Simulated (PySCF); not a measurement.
# Potential energy of SnS along the bond

Set-up: PySCF, scalar-relativistic core potentials, basis sets Sn def2-SVP with ECP28, S def2-SVP. Energies in eV from Sn + S in their ground configurations at the same level. State: ¹Σ⁺ (singlet), closed shell.

Curves on a restricted Hartree–Fock reference rise too fast on stretching and do not dissociate correctly.

```tsv
R (Å)	RHF
1.914	-0.799
2.003	-1.741
2.092	-2.236
2.159	-2.389
2.226	-2.402
2.293	-2.307
2.382	-2.054
2.493	-1.602
2.627	-0.945
2.805	-0.003
```

Task: Put a parabola through the three lowest points of the RHF curve and estimate Re, k and ωe (reduced mass 25.24 u; 1 eV/Å² = 0.16022 mdyn/Å; ωe = 1302.8·√(k/μ) cm⁻¹).

Result: Through R = 2.159, 2.226, 2.293 Å the second-order coefficient is 12.0 eV/Å², so Re ≈ 2.201 Å, k ≈ 3.85 mdyn/Å and ωe ≈ 509 cm⁻¹. A polynomial fit of higher order to the unrounded RHF energies gives Re = 2.199 Å, k = 4.32 mdyn/Å, ωe = 539 cm⁻¹; anharmonicity and rounding make the difference.

The higher-order fit for each curve: RHF: Re = 2.199 Å, ωe = 539 cm⁻¹, De = 2.41 eV.

Spin–orbit coupling is left out, which matters for elements this heavy, above all for dissociation energies. Where the molecule has an RHF reference, its open-shell atoms are computed with UHF. Hartree–Fock leaves out correlation, which carries a large part of most bond energies and some tenths to 1 eV of ionisation energies.
